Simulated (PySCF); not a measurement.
# Working out the ionisation energy of Au⁺

Au⁺ [Xe] 4f14 5d10 (1S) → Au²⁺ [Xe] 4f14 5d9 (2D). All numbers are calculated (PySCF 2.14, the spin-free X2C one-electron Hamiltonian (Gaussian nucleus), in x2c-TZVPPall (11s7p7d3f1g, 97 functions)). Frozen: [Kr] 4d10 4f14. Energies in hartree (1 hartree = 27.21139 eV):

| part | Au⁺ (lower) | Au²⁺ (upper) |
| --- | --- | --- |
| UHF | -19008.498631 | -19007.801645 |
| CCSD correlation | -0.511407 | -0.456523 |
| (T) | -0.014438 | -0.010807 |

What does Hartree-Fock give?

(-19007.801645) − (-19008.498631) = 0.696986 hartree = 18.966 eV.

What do CCSD and CCSD(T) give?

The CCSD correlation energies differ by 0.054884 hartree = 1.493 eV and the triples by 0.003631 hartree = 0.099 eV, so CCSD gives 20.459 eV and CCSD(T) 20.558 eV.

A first-order spin-orbit estimate adds -0.687 eV to CCSD(T) (valence and next inner shell), giving 19.871 eV against 20.203 ± 0.025 eV (measured; NIST Atomic Spectra Database, ionization energies).

What remains against the reference includes basis incompleteness, the frozen core and higher excitations.
